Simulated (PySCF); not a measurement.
Isomers of C6H5F3O, one GFN2-xTB conformer each. Single-point energies are computed at PBE0/pcSseg-1 (PySCF, gas phase, no added dispersion term), electronic only.

```json
{"SMILES": "C=C1C=C1OCC(F)(F)F", "GFN2-xTB relative energy (kcal/mol)": "50.4"}
{"SMILES": "FC/C(F)=C1\\C=C(F)CO1", "GFN2-xTB relative energy (kcal/mol)": "0.0"}
```

Conformers: `[CH2:1]=[C:2]1[CH:3]=[C:4]1[O:5][CH2:6][C:7]([F:8])([F:9])[F:10]` with C3–C4–O5–C6 -3°, C4–O5–C6–C7 -81°; `[F:1][CH2:2]/[C:3]([F:4])=[C:5]1\[CH:6]=[C:7]([F:8])[CH2:9][O:10]1` with F1–C2–C3–F4 -135°.

What does PBE0/pcSseg-1 give for the same structures?

| SMILES | PBE0/pcSseg-1 E (Eh) | PBE0/pcSseg-1 (kcal/mol) | GFN2-xTB (kcal/mol) | point group |
| --- | --- | --- | --- | --- |
| FC/C(F)=C1\C=C(F)CO1 | -605.63587 | 0.0 | 0.0 | C1 |
| C=C1C=C1OCC(F)(F)F | -605.58704 | 30.6 | 50.4 | C1 |

Both levels put the same isomer lowest. As drawn, the higher has a three-membered ring and two fluorines on one carbon, which the lower lacks.

Which frontier levels, dipoles and rotational constants go with these structures?

```
              SMILES  HOMO (eV, PBE0/pcSseg-1)  LUMO (eV)  dipole (D)       A, B, C (MHz)
FC/C(F)=C1\C=C(F)CO1                     -6.20      -0.84        1.59  2267, 860.3, 640.3
  C=C1C=C1OCC(F)(F)F                     -5.98       0.06        2.90  3365, 689.1, 667.9
```
